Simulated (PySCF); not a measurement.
PySCF input (TPSSh/def2-TZVPD):

```python
from pyscf import gto, scf, dft

mol = gto.M(
    atom='''
    Si    0.71247826    0.20059103   -0.71774957
    C     2.28534425   -0.57686590    0.13161672
    F     1.05057334    1.80020275   -0.24878589
    N    -0.47429064   -0.25536830    0.58565615
    Si   -2.10028121   -0.64392963    0.30084199
    H     2.23040290   -1.67093250    0.10815323
    H     3.20732618   -0.27625223   -0.37821064
    H     2.36376730   -0.25821710    1.18170412
    H    -0.18835994   -0.17259187    1.55692562
    H    -2.79291669   -0.87854306    1.61124505
    H    -2.32792410   -1.88866851   -0.49398610
    H    -2.91024553    0.39889419   -0.39934559
    ''',
    basis='def2-tzvpd',
    charge=-1,
    spin=0,
    verbose=4,
)

mf = dft.RKS(mol, xc='tpssh').density_fit(auxbasis='def2-universal-jkfit')
mf.grids.level = 3
mf.conv_tol = 1e-9
mf.max_cycle = 100
mf.max_memory = 1500
mf.kernel()
if not mf.converged:
    mf = mf.newton()
    mf.kernel(mf.make_rdm1())
mf.analyze()
```

Output:

```
PySCF version 2.14.0

[INPUT] verbose = 4
[INPUT] num. atoms = 12
[INPUT] num. electrons = 58
[INPUT] charge = -1
[INPUT] spin (= nelec alpha-beta = 2S) = 0
[INPUT] symmetry False subgroup None
[INPUT] Mole.unit = angstrom
[INPUT] Symbol           X                Y                Z      unit          X                Y                Z       unit  Magmom
[INPUT]  1 Si     0.712478260000   0.200591030000  -0.717749570000 AA    1.346388781107   0.379062109744  -1.356350113324 Bohr   0.0
[INPUT]  2 C      2.285344250000  -0.576865900000   0.131616720000 AA    4.318674732850  -1.090118561601   0.248719554214 Bohr   0.0
[INPUT]  3 F      1.050573340000   1.800202750000  -0.248785890000 AA    1.985295886370   3.401890166189  -0.470137195756 Bohr   0.0
[INPUT]  4 N     -0.474290640000  -0.255368300000   0.585656150000 AA   -0.896279413045  -0.482576147896   1.106729726667 Bohr   0.0
[INPUT]  5 Si    -2.100281210000  -0.643929630000   0.300841990000 AA   -3.968956271470  -1.216850644193   0.568508967869 Bohr   0.0
[INPUT]  6 H      2.230402900000  -1.670932500000   0.108153230000 AA    4.214850628436  -3.157604797635   0.204379984187 Bohr   0.0
[INPUT]  7 H      3.207326180000  -0.276252230000  -0.378210640000 AA    6.060968072347  -0.522041056000  -0.714714526996 Bohr   0.0
[INPUT]  8 H      2.363767300000  -0.258217100000   1.181704120000 AA    4.466872819203  -0.487959599679   2.233097147070 Bohr   0.0
[INPUT]  9 H     -0.188359940000  -0.172591870000   1.556925620000 AA   -0.355948699440  -0.326151365627   2.942163018119 Bohr   0.0
[INPUT] 10 H     -2.792916690000  -0.878543060000   1.611245050000 AA   -5.277847632827  -1.660205772037   3.044811864061 Bohr   0.0
[INPUT] 11 H     -2.327924100000  -1.888668510000  -0.493986100000 AA   -4.399138987775  -3.569066223990  -0.933498438342 Bohr   0.0
[INPUT] 12 H     -2.910245530000   0.398894190000  -0.399345590000 AA   -5.499567006940   0.753800771780  -0.754653794153 Bohr   0.0

nuclear repulsion = 287.634510486007
number of shells = 105
number of NR pGTOs = 374
number of NR cGTOs = 263
basis = def2-tzvpd
ecp = {}

******** <class 'pyscf.df.df_jk.DFRKS'> ********
method = DFRKS
initial guess = minao
damping factor = 0
level_shift factor = 0
DIIS = <class 'pyscf.scf.diis.CDIIS'>
diis_start_cycle = 1
diis_space = 8
diis_damp = 0
SCF conv_tol = 1e-09
SCF conv_tol_grad = None
SCF max_cycles = 100
direct_scf = False
XC library pyscf.dft.libxc version 7.1.2
    S. Lehtola, C. Steigemann, M. J. T. Oliveira, and M. A. L. Marques,  SoftwareX 7, 1–5 (2018)
XC functionals = tpssh
    V. N. Staroverov, G. E. Scuseria, J. Tao, and J. P. Perdew,  J. Chem. Phys. 119, 12129 (2003)
radial grids:
    Treutler-Ahlrichs [JCP 102, 346 (1995); DOI:10.1063/1.469408] (M4) radial grids

becke partition: Becke, JCP 88, 2547 (1988); DOI:10.1063/1.454033
pruning grids: <function nwchem_prune>
grids dens level: 3
symmetrized grids: False
atomic radii adjust function: <function treutler_atomic_radii_adjust>
small_rho_cutoff = 0
Set gradient conv threshold to 3.16228e-05
Initial guess from minao.
tot grids = 149304
******** <class 'pyscf.df.df.DF'> ********
[...]
cycle= 11 E= -776.170030929225  delta_E= -5.43e-10  |g|= 8.6e-06  |ddm|= 0.000296
  HOMO = 0.0023314872990241  LUMO = 0.120519929880135  gap/eV = 3.21607
Extra cycle  E= -776.170030929217  delta_E= 7.5e-12  |g|= 1.08e-05  |ddm|= 5.24e-05
converged SCF energy = -776.170030929217
**** SCF Summaries ****
Total Energy =                        -776.170030929217319
Nuclear Repulsion Energy =             287.634510486006775
One-electron Energy =                -1656.013279664993433
Two-electron Energy =                  592.208738249769340
Two-electron Coulomb Energy =          659.823519669249208
DFT Exchange-Correlation Energy =      -67.614781419479840
HOMO-LUMO gap [eV] =                     3.216071334177213
**** MO energy ****
MO #1   energy= -65.8317396460236  occ= 2
MO #2   energy= -65.7927499729737  occ= 2
MO #3   energy= -24.3691101002265  occ= 2
MO #4   energy= -14.0523503078397  occ= 2
MO #5   energy= -9.92087714034832  occ= 2
MO #6   energy= -5.06156826998514  occ= 2
MO #7   energy= -5.01657101902334  occ= 2
MO #8   energy= -3.40966067583146  occ= 2
MO #9   energy= -3.40835201304154  occ= 2
MO #10  energy= -3.40757575369515  occ= 2
MO #11  energy= -3.36615527054597  occ= 2
MO #12  energy= -3.36431976032496  occ= 2
MO #13  energy= -3.360284303842    occ= 2
MO #14  energy= -0.927423879734327 occ= 2
MO #15  energy= -0.642249763782758 occ= 2
MO #16  energy= -0.499790171475759 occ= 2
MO #17  energy= -0.364187615598959 occ= 2
MO #18  energy= -0.30884159236444  occ= 2
MO #19  energy= -0.262935093447582 occ= 2
MO #20  energy= -0.229095510757045 occ= 2
MO #21  energy= -0.21969675731778  occ= 2
MO #22  energy= -0.202787201999423 occ= 2
MO #23  energy= -0.199581759385381 occ= 2
MO #24  energy= -0.185848579410459 occ= 2
MO #25  energy= -0.184008158819931 occ= 2
MO #26  energy= -0.173784579156713 occ= 2
MO #27  energy= -0.118837854485523 occ= 2
MO #28  energy= -0.079525182945816 occ= 2
MO #29  energy= 0.0023314872990241 occ= 2
MO #30  energy= 0.120519929880135  occ= 0
MO #31  energy= 0.134120335548703  occ= 0
MO #32  energy= 0.141406630936972  occ= 0
MO #33  energy= 0.159617081360338  occ= 0
MO #34  energy= 0.164521355335358  occ= 0
MO #35  energy= 0.170611771183154  occ= 0
MO #36  energy= 0.17663344727707   occ= 0
MO #37  energy= 0.190333309831737  occ= 0
MO #38  energy= 0.197742336681494  occ= 0
MO #39  energy= 0.201367648032195  occ= 0
MO #40  energy= 0.206804344441165  occ= 0
MO #41  energy= 0.21524587281553   occ= 0
MO #42  energy= 0.223709231983256  occ= 0
MO #43  energy= 0.227673049518241  occ= 0
MO #44  energy= 0.240585369524448  occ= 0
MO #45  energy= 0.248959444807435  occ= 0
MO #46  energy= 0.256348910788286  occ= 0
MO #47  energy= 0.260527218853337  occ= 0
MO #48  energy= 0.273001325574749  occ= 0
MO #49  energy= 0.277237848985523  occ= 0
MO #50  energy= 0.288420621314459  occ= 0
MO #51  energy= 0.295950353343662  occ= 0
MO #52  energy= 0.301979769536116  occ= 0
MO #53  energy= 0.30398200877579   occ= 0
MO #54  energy= 0.310883914260042  occ= 0
MO #55  energy= 0.31634286858074   occ= 0
MO #56  energy= 0.331252007935035  occ= 0
MO #57  energy= 0.341388077462586  occ= 0
MO #58  energy= 0.346618861344047  occ= 0
MO #59  energy= 0.35017394162345   occ= 0
MO #60  energy= 0.358649137018626  occ= 0
MO #61  energy= 0.363017749266962  occ= 0
MO #62  energy= 0.377458847135839  occ= 0
MO #63  energy= 0.382365858848025  occ= 0
MO #64  energy= 0.390001519919398  occ= 0
MO #65  energy= 0.396657994237639  occ= 0
MO #66  energy= 0.401212816363565  occ= 0
MO #67  energy= 0.40727699185527   occ= 0
MO #68  energy= 0.414378949818239  occ= 0
MO #69  energy= 0.41811921292691   occ= 0
MO #70  energy= 0.423893003123262  occ= 0
MO #71  energy= 0.429515179972657  occ= 0
MO #72  energy= 0.442245140451396  occ= 0
MO #73  energy= 0.445843272775517  occ= 0
MO #74  energy= 0.458323473244205  occ= 0
MO #75  energy= 0.466468487461808  occ= 0
MO #76  energy= 0.46860783252348   occ= 0
MO #77  energy= 0.47375251481467   occ= 0
MO #78  energy= 0.478709741675814  occ= 0
MO #79  energy= 0.497682066692287  occ= 0
MO #80  energy= 0.500359438058117  occ= 0
MO #81  energy= 0.508385611489774  occ= 0
MO #82  energy= 0.519365960396633  occ= 0
MO #83  energy= 0.522179848327468  occ= 0
MO #84  energy= 0.52985697649002   occ= 0
MO #85  energy= 0.538981489932307  occ= 0
MO #86  energy= 0.543300275544699  occ= 0
MO #87  energy= 0.555804549314442  occ= 0
MO #88  energy= 0.566953455163292  occ= 0
MO #89  energy= 0.576725225724391  occ= 0
MO #90  energy= 0.578484667847059  occ= 0
MO #91  energy= 0.601853183121973  occ= 0
MO #92  energy= 0.605080621875571  occ= 0
MO #93  energy= 0.608411049010558  occ= 0
MO #94  energy= 0.625097719493266  occ= 0
MO #95  energy= 0.630623242046744  occ= 0
MO #96  energy= 0.63736735053421   occ= 0
MO #97  energy= 0.664269885743336  occ= 0
MO #98  energy= 0.676304320440317  occ= 0
MO #99  energy= 0.684707246179902  occ= 0
MO #100 energy= 0.693704501376506  occ= 0
MO #101 energy= 0.715067819839276  occ= 0
MO #102 energy= 0.734364007010619  occ= 0
MO #103 energy= 0.747354041603631  occ= 0
MO #104 energy= 0.763394583542785  occ= 0
MO #105 energy= 0.783357735021239  occ= 0
MO #106 energy= 0.788347278234898  occ= 0
MO #107 energy= 0.791178237533124  occ= 0
[...]
```

It need not be the lowest isomer of its formula. Whether it binds its extra electron was not tested at this geometry.
